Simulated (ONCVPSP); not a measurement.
Reading a pseudo-wave (Pd)

Columns: radius, all-electron u(r) and pseudo u(r) of the 4p shell (level -51.36 eV) of palladium in the configuration [Ar] 3d10 4s2 4p6 4d10; LDA (Perdew-Wang 92), scalar-relativistic, ONCV scheme, ONCVPSP 4.0.1.

```csv
r (bohr),all-electron,pseudo
0.093,0.3385,0.0116
0.185,-0.3067,0.0525
0.278,-0.6041,0.1379
0.370,-0.3995,0.2752
0.463,0.0261,0.4611
0.555,0.4491,0.6671
0.648,0.7802,0.8623
0.740,0.9892,1.0103
0.833,1.0932,1.0954
0.925,1.1149,1.1146
1.018,1.0803,1.0805
1.110,1.0115,1.0117
1.203,0.9232,0.9233
1.295,0.8286,0.8286
1.388,0.7328,0.7328
1.480,0.6425,0.6425
1.573,0.5580,0.5580
1.665,0.4824,0.4824
1.758,0.4143,0.4143
1.850,0.3551,0.3551
1.943,0.3028,0.3028
2.035,0.2580,0.2580
2.128,0.2189,0.2189
2.220,0.1858,0.1858
2.313,0.1572,0.1572
2.405,0.1330,0.1330
```

(1) How many radial nodes do the two functions have?

(2) Is the pseudo-wave norm-conserving?

Results:

(1) The all-electron 4p function has n − l − 1 = 2; the pseudo-wave has 0, since the states of the same l below it are removed with the core.

(2) Yes: the ONCV scheme keeps the norm inside the radius equal to the all-electron one, which fixes the energy derivative of the logarithmic derivative at the level.
